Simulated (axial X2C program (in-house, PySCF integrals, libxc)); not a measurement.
Working with the constants of NaSc

A bond curve at the PBE0 level, with spin–orbit coupling, was computed with an in-house relativistic program for diatomic molecules (basis Sc dyall-cv3z [10s11p7d5f2g], Na dyall-cv3z [9s8p5d2f] (cores contracted in-house)) for the state Ω = 1 (⟨Sz⟩ = -1.00, ⟨Lz⟩ = 2.00 at PBE0). Its fit gives Re = 3.4377 Å, ωe = 131.0 cm⁻¹, ωexe = 1.1 cm⁻¹ and αe = 8.346e-04 cm⁻¹; the masses are 44.9559 and 22.9898 u. Two-component means X2C with spin–orbit coupling and atomic mean-field Coulomb and Gaunt terms.

(1) Find the reduced mass, Be and the force constant.

(2) A Morse curve ties αe to the other constants (Pekeris). How well does that hold?

(3) Estimate the centrifugal constant by the Kratzer relation.

(4) Where do the fundamental and the first overtone lie?

Occupations by symmetry block were frozen at the best pattern of an incomplete PBE0 search. Density functionals use the spin component along the axis (collinear). PBE0 can misorder states that lie within some tenths of an eV, so this need not be the ground state of the molecule. The nearest other 2c determinant of the search, Ω = 3, lies 0.02 eV up at the distance of the search. The functionals have no current-density term, which raises determinants with orbital currents, atoms included. With several unpaired electrons one determinant need not be a pure state.

Answers

(1) From the PBE0 values: μ = 15.2111 u. Be = 16.8576/(μ Re²) = 0.09378 cm⁻¹. k = 5.8918×10⁻⁷ μ ωe² = 0.154 mdyn/Å.

(2) αe(Morse) = 6Be²/ωe × (√(ωexe/Be) − 1) = 9.767e-04 cm⁻¹; the PBE0 curve gives 8.346e-04 cm⁻¹, a ratio of 1.17.

(3) D = 4Be³/ωe² = 1.92e-07 cm⁻¹.

(4) ν(1←0) = ωe − 2ωexe = 128.8 cm⁻¹; ν(2←0) = 2ωe − 6ωexe = 255.4 cm⁻¹.
